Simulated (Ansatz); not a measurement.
Basis-set extrapolation for CH$_{7}$BSSi, SMILES `BC[SiH2]S` (PBE0-D4/def2-TZVP geometry, frozen core, Ansatz 0.2.0). Multiplicity 1, RHF reference.

```csv
,def2-TZVPP,def2-QZVPP
HF,-753.160720,-753.184275
MP2 correlation,-0.582323,-0.624898
CCSD(T) correlation,-0.668692,not run
```

Energies in hartree. Use E(X) = E(∞) + A·exp(−7.88·√X) for Hartree–Fock and E(X) = E(∞) + B·X^(−2.97) for correlation, with X = 3 and 4, and add CCSD(T) minus MP2 of the smaller set to the MP2 limit.

**Question.** What is the CCSD(T) energy at the basis-set limit?

**Answer.** HF limit: -753.184275 + (-0.023555) × 0.13774 = -753.18752. MP2 limit: -0.624898 + (-0.042575) × 0.74074 = -0.65644. Higher-order term: -0.668692 − (-0.582323) = -0.08637. Total: -753.93033 hartree, 2.75 eV below CCSD(T)/def2-TZVPP.
